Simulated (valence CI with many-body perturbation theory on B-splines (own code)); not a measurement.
## Forbidden lines of Gd XLIII

Calculated by valence CI with perturbative core correlation (CI+MBPT): four valence electrons over a frozen Dirac-Fock core [Ar], radial functions for each j: 9 s, 9 p, 10 d, 8 f, 5 g, 3 h, 1 i, with the one-electron correlation potential Σ1 (screened to all orders), the two-electron term Σ2, the three-electron term Σ3, Breit, model QED; selected single and double excitations, second order for the rest (own B-spline code, finite nucleus).

No measured spectrum was set against this ion. As an estimate, large intervals hold to a few tenths of a per cent, small ones and those within an open d or f shell to about a per cent. Only levels of the ground parity were solved; by the run's estimate the other parity begins above the list, which can be wrong where configurations are misplaced.

Lines 1 to 50 of 120 in falling wavelength, among levels below 1513200 cm⁻¹, chosen from the decays that carry over 1 % of a level's rate. Wavelengths and rates use the calculated energies. Electric multipoles are in the length gauge, E1 and E2 with the static RPA response of the core. Weak lines are less certain than strong ones. Lines between different terms over intervals too small for the method are left out, as are lines whose strength nearly cancels. The highest levels of a list are the least certain. Branching is blank where the lifetime is uncertain.

Levels are named by their leading jj configuration (3d3/2^4 stands for four electrons in 3d with j = 3/2), which in mixed levels can hold well under half, so a name can repeat and another be missing. Letters in brackets count levels of one name in rising energy.

| λ vac (nm) | Upper | Lower | Type | A (s⁻¹) | Branch % |
| --- | --- | --- | --- | --- | --- |
| 499.5 | (3d3/2^2 3d5/2^2) J=6 | (3d3/2^2 3d5/2^2) J=5 | M1 | 6.29e+01 | 91.2 |
| 374.3 | (3d3/2^3 3d5/2) J=3 | (3d3/2^3 3d5/2) J=2 | M1 | 3.25e+02 |  |
| 312.3 | (3d3/2^3 3d5/2) J=3 | (3d3/2^3 3d5/2) J=4 | M1 | 3.41e+02 |  |
| 122.0 | (3d3/2^2 3d5/2^2) J=4 [b] | (3d3/2^2 3d5/2^2) J=3 [a] | M1 | 4.18e+03 |  |
| 116.3 | (3d3/2^2 3d5/2^2) J=1 | (3d3/2^2 3d5/2^2) J=0 [a] | M1 | 8.39e+03 | 1.9 |
| 113.9 | (3d3/2^3 3d5/2) J=2 | (3d3/2^3 3d5/2) J=1 | M1 | 1.49e+04 | 99.7 |
| 93.13 | (3d3/2 3d5/2^3) J=3 [b] | (3d3/2 3d5/2^3) J=3 [a] | M1 | 6.31e+03 | 1.0 |
| 91.78 | (3d3/2^2 3d5/2^2) J=2 [d] | (3d3/2^2 3d5/2^2) J=2 [c] | M1 | 9.74e+03 | 15.1 |
| 91.57 | (3d3/2 3d5/2^3) J=3 [c] | (3d3/2 3d5/2^3) J=2 [a] | M1 | 8.93e+03 | 1.8 |
| 90.63 | (3d3/2^2 3d5/2^2) J=2 [b] | (3d3/2^2 3d5/2^2) J=2 [a] | M1 | 7.86e+03 | 7.0 |
| 83.96 | (3d3/2^2 3d5/2^2) J=4 [c] | (3d3/2^2 3d5/2^2) J=3 [b] | M1 | 5.25e+03 | 2.2 |
| 68.81 | (3d3/2 3d5/2^3) J=2 [b] | (3d3/2 3d5/2^3) J=2 [a] | M1 | 1.01e+04 | 1.7 |
| 66.11 | (3d3/2^2 3d5/2^2) J=0 [b] | (3d3/2 3d5/2^3) J=1 [a] | M1 | 2.15e+04 | 6.0 |
| 65.05 | (3d3/2 3d5/2^3) J=1 [b] | (3d3/2 3d5/2^3) J=0 | M1 | 2.37e+04 | 3.0 |
| 57.55 | (3d3/2 3d5/2^3) J=1 [b] | (3d3/2 3d5/2^3) J=1 [a] | M1 | 1.10e+04 | 1.4 |
| 57.05 | (3d3/2^2 3d5/2^2) J=4 [c] | (3d3/2^2 3d5/2^2) J=5 | M1 | 6.00e+03 | 2.5 |
| 52.56 | (3d3/2^2 3d5/2^2) J=2 [d] | (3d3/2^2 3d5/2^2) J=2 [b] | M1 | 1.09e+04 | 16.8 |
| 52.18 | (3d3/2^2 3d5/2^2) J=2 [c] | (3d3/2^2 3d5/2^2) J=2 [a] | M1 | 1.49e+04 | 2.4 |
| 50.51 | (3d3/2^2 3d5/2^2) J=4 [a] | (3d3/2^3 3d5/2) J=3 | M1 | 3.92e+04 | 11.2 |
| 50.36 | (3d3/2^2 3d5/2^2) J=2 [d] | (3d3/2^2 3d5/2^2) J=3 [b] | M1 | 5.10e+03 | 7.9 |
| 49.10 | (3d3/2^2 3d5/2^2) J=4 [c] | (3d3/2^2 3d5/2^2) J=3 [a] | M1 | 3.91e+03 | 1.6 |
| 48.65 | (3d3/2 3d5/2^3) J=3 [c] | (3d3/2 3d5/2^3) J=4 [a] | M1 | 2.09e+04 | 4.2 |
| 48.59 | (3d3/2 3d5/2^3) J=2 [b] | (3d3/2 3d5/2^3) J=1 [a] | M1 | 1.15e+04 | 2.0 |
| 47.10 | (3d3/2^2 3d5/2^2) J=3 [a] | (3d3/2^3 3d5/2) J=3 | M1 | 2.03e+05 | 57.0 |
| 46.98 | (3d3/2 3d5/2^3) J=3 [a] | (3d3/2^2 3d5/2^2) J=4 [b] | M1 | 3.37e+04 | 3.4 |
| 46.54 | (3d3/2 3d5/2^3) J=2 [a] | (3d3/2^2 3d5/2^2) J=2 [c] | M1 | 4.42e+04 | 5.1 |
| 46.48 | (3d3/2 3d5/2^3) J=3 [c] | (3d3/2^2 3d5/2^2) J=2 [d] | M1 | 2.35e+04 | 4.7 |
| 45.87 | (3d3/2^2 3d5/2^2) J=4 [c] | (3d3/2^2 3d5/2^2) J=4 [a] | M1 | 7.64e+04 | 31.9 |
| 45.62 | (3d3/2 3d5/2^3) J=1 [b] | (3d3/2^2 3d5/2^2) J=2 [d] | M1 | 1.35e+05 | 17.2 |
| 45.12 | (3d3/2^2 3d5/2^2) J=2 [a] | (3d3/2^3 3d5/2) J=2 | M1 | 1.23e+05 | 18.8 |
| 44.93 | (3d5/2^4) J=2 | (3d3/2 3d5/2^3) J=3 [c] | M1 | 5.92e+04 | 4.2 |
| 43.87 | (3d3/2 3d5/2^3) J=3 [b] | (3d3/2^2 3d5/2^2) J=2 [c] | M1 | 1.00e+04 | 1.6 |
| 43.48 | (3d3/2^2 3d5/2^2) J=4 [a] | (3d3/2^3 3d5/2) J=4 | M1 | 3.10e+05 | 88.8 |
| 43.39 | (3d3/2^2 3d5/2^2) J=2 [d] | (3d3/2^2 3d5/2^2) J=1 | M1 | 1.37e+03 | 2.1 |
| 42.84 | (3d3/2^3 3d5/2) J=1 | (3d3/2^4) J=0 | M1 | 3.37e+05 | 100.0 |
| 42.43 | (3d3/2 3d5/2^3) J=1 [a] | (3d3/2^2 3d5/2^2) J=2 [b] | M1 | 5.45e+04 | 4.2 |
| 42.14 | (3d5/2^4) J=4 | (3d3/2 3d5/2^3) J=3 [b] | M1 | 3.82e+04 | 2.8 |
| 41.83 | (3d3/2^2 3d5/2^2) J=3 [a] | (3d3/2^3 3d5/2) J=2 | M1 | 1.53e+05 | 43.0 |
| 41.73 | (3d3/2 3d5/2^3) J=2 [b] | (3d3/2 3d5/2^3) J=3 [a] | M1 | 3.52e+04 | 6.0 |
| 40.15 | (3d3/2 3d5/2^3) J=5 | (3d3/2^2 3d5/2^2) J=4 [b] | M1 | 1.62e+05 | 34.2 |
| 39.80 | (3d3/2 3d5/2^3) J=2 [b] | (3d3/2^2 3d5/2^2) J=2 [d] | M1 | 2.70e+04 | 4.6 |
| 37.83 | (3d3/2 3d5/2^3) J=4 [a] | (3d3/2^2 3d5/2^2) J=5 | M1 | 3.95e+04 | 4.8 |
| 36.67 | (3d3/2^2 3d5/2^2) J=5 | (3d3/2^3 3d5/2) J=4 | M1 | 1.85e+05 | 99.6 |
| 36.24 | (3d3/2 3d5/2^3) J=1 [a] | (3d3/2^2 3d5/2^2) J=1 | M1 | 2.32e+05 | 18.0 |
| 35.39 | (3d3/2 3d5/2^3) J=5 | (3d3/2^2 3d5/2^2) J=6 | M1 | 9.74e+04 | 20.5 |
| 35.32 | (3d3/2^2 3d5/2^2) J=2 [d] | (3d3/2^2 3d5/2^2) J=3 [a] | M1 | 6.48e+03 | 10.0 |
| 34.54 | (3d3/2 3d5/2^3) J=6 | (3d3/2^2 3d5/2^2) J=6 | M1 | 1.90e+05 | 46.2 |
| 34.28 | (3d3/2^2 3d5/2^2) J=1 | (3d3/2^3 3d5/2) J=2 | M1 | 4.22e+05 | 96.7 |
| 34.16 | (3d3/2 3d5/2^3) J=4 [a] | (3d3/2^2 3d5/2^2) J=3 [a] | M1 | 2.03e+05 | 24.8 |
| 34.16 | (3d3/2^2 3d5/2^2) J=6 | (3d3/2^3 3d5/2) J=4 | E2 | 6.11e+00 | 8.8 |
